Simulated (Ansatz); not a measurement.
Job for Ansatz (an electronic-structure program): R-B3LYP/def2-TZVPP on GeH7NSi (SMILES [SiH3][NH][GeH3]), a point of a torsion scan.

Ansatz 0.2 input:
```yaml
crystal:
  periodic: [false, false, false]
  atoms:
    - {symbol: Si, position_ang: [1.55005612, 0.12862883, 0.32082717]}
    - {symbol: N, position_ang: [0.13408917, -0.28791830, -0.58959961]}
    - {symbol: Ge, position_ang: [-1.58965911, 0.02491085, -0.12866554]}
    - {symbol: H, position_ang: [2.67103625, -0.13239951, -0.58304712]}
    - {symbol: H, position_ang: [1.41560765, 1.54219395, 0.67083530]}
    - {symbol: H, position_ang: [1.69043453, -0.66806448, 1.54892700]}
    - {symbol: H, position_ang: [0.26107430, -1.03967261, -1.24930705]}
    - {symbol: H, position_ang: [-1.64170146, 1.38319525, 0.48485670]}
    - {symbol: H, position_ang: [-2.10795068, -0.98147284, 0.86447340]}
    - {symbol: H, position_ang: [-2.40607680, -0.05456082, -1.38173245]}
basis:
  gaussian:
    orbitals: def2-TZVPP
hamiltonian:
  xc: {name: B3LYP}
scf: {lower_state_search: off}
```

Program output:

```
WARN ansatz: RAYON_NUM_THREADS=1 ignored (pool sized by the plan → 1); use --threads N
Functional definition: B3LYP
these checks for a lower state are left out or cut short: stability, starts, cluster_reference, orbital_swaps, neighbouring_geometries, increment
integrals: 0.15 GiB planned
1248 factors; their error is unknown
mean field: 1.23 GiB planned
mean field evaluation 1: about -65995.2854 eV, gradient 6.7e1 eV
mean field evaluation 2: about -65974.4981 eV, gradient 1.1e2 eV
mean field evaluation 4: about -66003.1633 eV, gradient 5.1e0 eV
mean field evaluation 8: about -66003.1870 eV, gradient 2.6e-2 eV
mean field evaluation 16: about -66003.4120 eV, gradient 6.5e-6 eV
mean field -66003.41203584 eV, -2425.5806535975 hartree, gradient 6.5e-6 eV, S^2 0.000000; 0 other end points of the search recorded, 0 dependent functions left out
reference -66003.41231581 eV, -2425.5806638864 hartree; 30, 30 occupied and 189, 189 virtual orbitals, 1248 factors
Total energy: -66003.41231581 eV, -2425.5806638864 hartree
Checks for a lower state left out: stability, starts, cluster_reference, orbital_swaps, neighbouring_geometries, increment
```

Self-consistency was reached.

Cost: very roughly 4 core-seconds.
